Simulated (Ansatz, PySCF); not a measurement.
C5H5F, SMILES C#C[C@H](F)C=C. Atoms are numbered in the order given.

```xyz
11

C      2.2346    -0.0460     1.2070
C      1.3122    -0.1044     0.4268
C      0.1938    -0.2054    -0.5154
F     -0.0360     1.0089    -1.1145
C     -1.0506    -0.7081     0.1634
C     -2.1984    -0.0369     0.1771
H      3.0524     0.0131     1.9018
H      0.4816    -0.9164    -1.3145
H     -0.9479    -1.6811     0.6553
H     -3.0807    -0.4401     0.6792
H     -2.2844     0.9351    -0.3141
```

Coordinates come from a PBE0-D3(BJ)/def2-SVP optimisation. The structure was generated by enumeration; whether it is a known compound was not checked. Other conformers were not sampled.

Two levels are set side by side: PBE-D3(BJ)/def2-SVP (Ansatz, a first-principles code) and PBE0-D3(BJ)/def2-SVP (Ansatz). Each level has its own optimised geometry; the coordinates shown are those of the second. Frequencies come from the Hessian of PySCF at each geometry. Differences are taken from unrounded values.

```csv
quantity,PBE0-D3(BJ)
mean bond length (Å),1.234
bond C1–C2 (Å),1.210
bond C2–C3 (Å),1.466
bond C3–F4 (Å),1.373
bond C3–C5 (Å),1.504
bond C5–C6 (Å),1.330
bond C1–H7 (Å),1.075
bond C3–H8 (Å),1.108
bond C5–H9 (Å),1.095
bond C6–H10 (Å),1.092
bond C6–H11 (Å),1.092
highest harmonic wavenumber (cm⁻¹),3488
mean harmonic wavenumber (cm⁻¹),1341
zero-point energy (kcal/mol),51.74
```

### Question
What does PBE-D3(BJ) give, and how far is it from PBE0-D3(BJ)? (Estimate from the structure and the level; the computed values follow.)

### Answer

```tsv
quantity	PBE-D3(BJ)	PBE-D3(BJ) minus PBE0-D3(BJ)
mean bond length (Å)	1.244	0.010
bond C1–C2 (Å)	1.222	0.012
bond C2–C3 (Å)	1.469	0.003
bond C3–F4 (Å)	1.393	0.020
bond C3–C5 (Å)	1.513	0.009
bond C5–C6 (Å)	1.340	0.010
bond C1–H7 (Å)	1.081	0.007
bond C3–H8 (Å)	1.118	0.010
bond C5–H9 (Å)	1.103	0.008
bond C6–H10 (Å)	1.100	0.008
bond C6–H11 (Å)	1.100	0.008
highest harmonic wavenumber (cm⁻¹)	3406	-82
mean harmonic wavenumber (cm⁻¹)	1290	-51
zero-point energy (kcal/mol)	49.78	-1.96
```

Exact exchange shortens and stiffens bonds; PBE has none. Differences between two approximate levels are no errors against the true value.
